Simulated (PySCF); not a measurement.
**C₆ coefficients of unlike pairs at PBE**

Calculated with PySCF 2.14 from the dipole response of each species, C₆(A,B) = (3/π) ∫ α_A(iu) α_B(iu) du, in atomic units, from isotropic polarisabilities. For ions this is the dispersion term alone; charge-induced terms of lower order in 1/R come first.

```
species            configuration                                                                      basis      relativity  α (bohr³)  C₆ (like pair)
   Co³⁺            [Ar] 3d6 (5D)                                                   aug-cc-pVTZ (8s7p5d3f2g)            none      1.858           4.482
     Br   [Ar] 3d10 4s2 4p5 (2P)  x2c-TZVPPall with one added diffuse shell each of s, p, d type (7s6p5d1f)   spin-free X2C      22.11           179.8
    Hg⁺  [Xe] 4f14 5d10 6s1 (2S)                                aug-cc-pwCVTZ-PP with ECP60MDF (8s8p7d4f3g)  core potential      18.87           142.3
   Zn²⁺           [Ar] 3d10 (1S)                                                aug-cc-pVTZ-DK (8s7p5d3f2g)   spin-free X2C      2.812           7.471
```

**Question.** Estimate C₆ for Hg⁺ with Co³⁺.

**Answer.** The integral gives 22.87. The combination rule 2 C_A C_B / (C_A α_B/α_A + C_B α_A/α_B) gives 21.42 and the geometric mean 25.25.

No spin-orbit coupling is included.

The other pairs:

| pair | C₆ |
| --- | --- |
| Zn²⁺, Hg⁺ | 30.69 |
| Zn²⁺, Br | 32.38 |
| Br, Co³⁺ | 23.70 |
| Hg⁺, Br | 158.1 |
| Zn²⁺, Co³⁺ | 5.759 |
